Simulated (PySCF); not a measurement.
# Excitation energy of P by level of theory

P [Ne] 3s2 3p3 (4S) → P [Ne] 3s2 3p2 4s1 (4P), as a difference of total energies. All numbers are calculated (PySCF 2.14, scalar relativity by spin-free X2C-1e, in dyall-av3z). Correlated levels: valence: [Ne] frozen; virtual orbitals above 40 to 60 times the deepest correlated orbital energy dropped. The calculations carry no spin-orbit coupling.

| method | excitation energy (cm⁻¹) | error (cm⁻¹) |
| --- | --- | --- |
| UHF | 54497 | -1692 |
| LDA | 55698 | -492 |
| PBE | 55597 | -593 |
| PBE0 | 56472 | +282 |
| r2SCAN | 58316 | +2126 |
| B3LYP | 55232 | -958 |
| LC-wPBE | 58457 | +2267 |
| TPSSh | 57307 | +1117 |
| CAM-B3LYP | 56116 | -74 |
| MP2 (valence) | 57141 | +951 |
| SCS-MP2 (valence) | 56356 | +166 |

Reference: 56190 cm⁻¹ (measured; NIST levels, between the centres of gravity of the two terms).

Errors of the correlated levels include the incompleteness of this basis and the frozen core.
